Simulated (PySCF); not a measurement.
# H₂ZrO + Cl₂ → ZrCl₂ + H₂O

Level: PBE0 in the def2-TZVP basis family, computed in PySCF with density fitting; scalar-relativistic core potentials for atoms from Rb on, none lighter, no spin–orbit coupling; open shells unrestricted.

```json
{"species": "H₂ZrO", "state and structure": "singlet, Cs, Zr–H 1.871 Å (×2), Zr–O 1.722 Å; H–Zr–H 111.8°, H–Zr–O 105.4° (×2)", "E (Eh)": "-123.40365", "ZPE (kJ/mol)": "34.8", "H(298 K) − H(0) (kJ/mol)": "11.8", "S° (J/(mol K))": "263.7"}
{"species": "Cl₂", "state and structure": "singlet, D∞h, Cl–Cl 1.982 Å", "E (Eh)": "-920.08940", "ZPE (kJ/mol)": "3.5", "H(298 K) − H(0) (kJ/mol)": "9.1", "S° (J/(mol K))": "222.5"}
{"species": "ZrCl₂", "state and structure": "triplet, C2v, Zr–Cl 2.347 Å (×2); Cl–Zr–Cl 143.2°", "E (Eh)": "-967.25563", "ZPE (kJ/mol)": "4.9", "H(298 K) − H(0) (kJ/mol)": "13.8", "S° (J/(mol K))": "314.0"}
{"species": "H₂O", "state and structure": "singlet, C2v, O–H 0.960 Å (×2); H–O–H 105.1°", "E (Eh)": "-76.37736", "ZPE (kJ/mol)": "56.5", "H(298 K) − H(0) (kJ/mol)": "9.9", "S° (J/(mol K))": "188.7"}
```

(1) What is the electronic reaction energy?

(2) Add zero-point, thermal and entropy terms for 298.15 K and 1 bar.

Answers

(1) At PBE0/def2-TZVP, ΔE = -367.4 kJ/mol from the differences of the total energies times 2625.5, downhill. 

(2) ΔZPE = 23.1 and Δ[H(298) − H(0)] = 2.8 kJ/mol give ΔH° = -341.5 kJ/mol. ΔS° = 16.5 J/(mol K), so ΔG° = -341.5 − 298.15 × (0.0165) = -346 kJ/mol.

Open d or f shells are single determinants, so the state found may not be the ground state. Each species is the lowest minimum found with this bonding; other isomers or fragments can lie lower.
